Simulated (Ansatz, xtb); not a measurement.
## Isomers of C4H2FN3 in order of energy

9 gas-phase structures of C4H2FN3, from a drawn sample of its isomers (lower ones may exist). Each was relaxed with GFN2-xTB:

A. `N#Cc1cc(F)n[nH]1`, a singlet
B. `N#Cn1nccc1F`, a singlet
C. `N#Cc1c[nH]nc1F`, a singlet
D. `N#Cc1cn[nH]c1F`, a singlet
E. `N#Cn1cc(F)cn1`, a singlet
F. `N#Cn1ccc(F)n1`, a singlet
G. `N#Cc1[nH]ncc1F`, a singlet
H. `N#Cc1n[nH]cc1F`, a singlet
I. `N#Cc1cc(F)[nH]n1`, a singlet

Task: Estimate their order in r2SCAN-D4/def2-SVP energy at these geometries, lowest first.

Result: Calculated order at r2SCAN-D4/def2-SVP: C (0.0), A (6.8), D (14.8), I (20.7), G (29.2), H (30.8), F (75.2), B (93.2), E (100.9) kJ/mol. Less than 1 kcal/mol parts G and H, so the order within that pair means little.

Energies above the lowest of each column, in kJ/mol; the last columns are at PBE0-D3(BJ)/def2-SVP geometries and were run for some of them only (a dash: not run or not comparable):

```csv
structure,GFN2-xTB,HF/STO-3G,r2SCAN-D4/def2-SVP,PBE0-D3(BJ)/def2-SVP,CCSD(T)/def2-SVP + ΔMP2/def2-TZVPP
C,7.5,0.2,0.0,0.0,0.0
A,8.6,13.0,6.8,9.0,7.6
D,12.2,0.0,14.8,14.0,14.4
I,15.4,8.2,20.7,20.2,17.8
G,19.7,22.0,29.2,31.1,31.0
H,23.5,20.3,30.8,30.6,28.9
F,0.0,59.4,75.2,–,–
B,12.1,60.7,93.2,–,–
E,10.4,74.2,100.9,–,–
```

CCSD(T)/def2-SVP + ΔMP2/def2-TZVPP puts C lowest of those it was run on; GFN2-xTB picks F. CCSD(T)/def2-SVP + ΔMP2/def2-TZVPP orders those it was run on as C (0.0), A (7.6), D (14.4), I (17.8), H (28.9), G (31.0) kJ/mol. Less than 1 kcal/mol parts D and I; H and G, so the order within those pairs means little. Frequencies (GFN2-xTB) were run for A, C, D, G, H, I alone. ΔMP2 is the change of the MP2 energy from the smaller to the larger basis.

Over these structures GFN2-xTB departs from r2SCAN-D4/def2-SVP by 35.4 kJ/mol on average once a common shift is removed. A GFN2-xTB relaxation took about 0.07 s and the r2SCAN-D4/def2-SVP energy about 2.6 s on a shared host (Ansatz 0.2.0, xtb 6.7.1).
